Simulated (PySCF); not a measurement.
Isomers of C6H8O4, mass 144.042 u with the commonest isotopes. Computed with PBE0/pcSseg-1 in PySCF (dipole) on a GFN2-xTB geometry, gas phase. One conformer each, none proved a minimum here; rigid rotors.

Task: Order these by dipole moment, largest first.
A. `[CH3:1][C@@H:2]1[O:3][C:4](=[O:5])[C@@H:6]([CH3:7])[O:8][C:9]1=[O:10]` with C1–C2–O3–C4 -160°, C2–O3–C4–O5 -176°, O3–C4–C6–C7 -91°, C4–C6–O8–C9 -39°
B. `[CH3:1][O:2][C:3](=[O:4])[C:5](=[O:6])[O:7][CH:8]1[CH2:9][CH2:10]1` with C1–O2–C3–O4 -1°, O2–C3–C5–O6 -26°, C3–C5–O7–C8 179°, C5–O7–C8–C9 -144°
C. `[CH3:1][C@@H:2]1[O:3][C:4](=[O:5])[C:6](=[O:7])[O:8][C@@H:9]1[CH3:10]` with C1–C2–O3–C4 -84°, C2–O3–C4–O5 -177°, O3–C4–C6–O7 150°, C4–C6–O8–C9 5°

Result: C (6.70 D), A (2.82 D), B (0.96 D).

Task: Order these by out-of-plane moment Σ m c² = (Ia + Ib − Ic)/2, largest first.
A. `[CH3:1][C@@H:2]1[O:3][C:4](=[O:5])[C:6](=[O:7])[O:8][C@@H:9]1[CH3:10]` with C1–C2–O3–C4 -84°, C2–O3–C4–O5 -177°, O3–C4–C6–O7 150°, C4–C6–O8–C9 5°
B. `[CH3:1][O:2][C:3](=[O:4])[C:5](=[O:6])[O:7][CH:8]1[CH2:9][CH2:10]1` with C1–O2–C3–O4 -1°, O2–C3–C5–O6 -26°, C3–C5–O7–C8 179°, C5–O7–C8–C9 -144°
C. `[CH3:1][C@@H:2]1[O:3][C:4](=[O:5])[C@@H:6]([CH3:7])[O:8][C:9]1=[O:10]` with C1–C2–O3–C4 -160°, C2–O3–C4–O5 -176°, O3–C4–C6–C7 -91°, C4–C6–O8–C9 -39° ((3R,6S)-3,6-dimethyl-1,4-dioxane-2,5-dione)

Result: A (68.98 u·Å²), C (50.23 u·Å²), B (28.46 u·Å²).

Task: Order these by rotational constant C, smallest first.
A. `[CH3:1][C@@H:2]1[O:3][C:4](=[O:5])[C@@H:6]([CH3:7])[O:8][C:9]1=[O:10]` with C1–C2–O3–C4 -160°, C2–O3–C4–O5 -176°, O3–C4–C6–C7 -91°, C4–C6–O8–C9 -39°
B. `[CH3:1][O:2][C:3](=[O:4])[C:5](=[O:6])[O:7][CH:8]1[CH2:9][CH2:10]1` with C1–O2–C3–O4 -1°, O2–C3–C5–O6 -26°, C3–C5–O7–C8 179°, C5–O7–C8–C9 -144°
C. `[CH3:1][C@@H:2]1[O:3][C:4](=[O:5])[C:6](=[O:7])[O:8][C@@H:9]1[CH3:10]` with C1–C2–O3–C4 -84°, C2–O3–C4–O5 -177°, O3–C4–C6–O7 150°, C4–C6–O8–C9 5°

Result: B (589.4 MHz), A (914.7 MHz), C (978.5 MHz).

| SMILES | point group | Ia (u·Å²) | Ib (u·Å²) | Ic (u·Å²) | κ | μa (D) | μb (D) | μc (D) |
| --- | --- | --- | --- | --- | --- | --- | --- | --- |
| C[C@@H]1OC(=O)[C@@H](C)OC1=O | C1 | 248.62 | 404.36 | 552.51 | -0.40 | 0.26 | 0.65 | 2.73 |
| COC(=O)C(=O)OC1CC1 | C1 | 132.54 | 781.88 | 857.51 | -0.96 | 0.24 | 0.35 | 0.86 |
| C[C@@H]1OC(=O)C(=O)O[C@@H]1C | C1 | 241.57 | 412.90 | 516.50 | -0.56 | 6.48 | 1.66 | 0.45 |
